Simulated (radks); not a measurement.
The nuclear charge of the arsenic ion As+ is varied continuously with 32 electrons held in [Ar] 3d10 4s2 4p2. Method: scalar-relativistic Kohn-Sham, r2SCAN, spin-polarised, spherical densities, finite nucleus; open shells are filled with parallel spins first; meta-GGA in the generalised Kohn-Sham scheme; Fermi nuclear charge, rms radius 4.0968 fm; computed with a radial shooting solver on a logarithmic mesh with Libxc functionals. By the Hellmann-Feynman theorem dE/dZ = E(electron-nucleus)/Z, the electronic potential at the nucleus (averaged over a nucleus of fixed radius). The scalar-relativistic energy here is not variational (the density holds large components alone), so the two differ by a part that grows with Z.

Z = 32.5: E (hartree) -2179.19538; E(electron-nucleus)/Z (hartree) -161.460; HOMO 4p; e(HOMO) (eV) -9.191; <r> HOMO (bohr) 2.500
Z = 32.75: E (hartree) -2219.82292; E(electron-nucleus)/Z (hartree) -163.131; HOMO 4p; e(HOMO) (eV) -11.728; <r> HOMO (bohr) 2.381
Z = 33: E (hartree) -2260.86972; E(electron-nucleus)/Z (hartree) -164.802; HOMO 4p; e(HOMO) (eV) -14.434; <r> HOMO (bohr) 2.278
Z = 33.25: E (hartree) -2302.33554; E(electron-nucleus)/Z (hartree) -166.471; HOMO 4p; e(HOMO) (eV) -17.298; <r> HOMO (bohr) 2.188
Z = 33.5: E (hartree) -2344.22019; E(electron-nucleus)/Z (hartree) -168.140; HOMO 4p; e(HOMO) (eV) -20.317; <r> HOMO (bohr) 2.107
Z = 33.75: E (hartree) -2386.52358; E(electron-nucleus)/Z (hartree) -169.809; HOMO 4p; e(HOMO) (eV) -23.483; <r> HOMO (bohr) 2.035
Z = 34: E (hartree) -2429.24565; E(electron-nucleus)/Z (hartree) -171.477; HOMO 4p; e(HOMO) (eV) -26.794; <r> HOMO (bohr) 1.969

The central difference of E at Z = 33 is -165.025 hartree, to compare with the third column; the second derivative is -6.7 hartree.
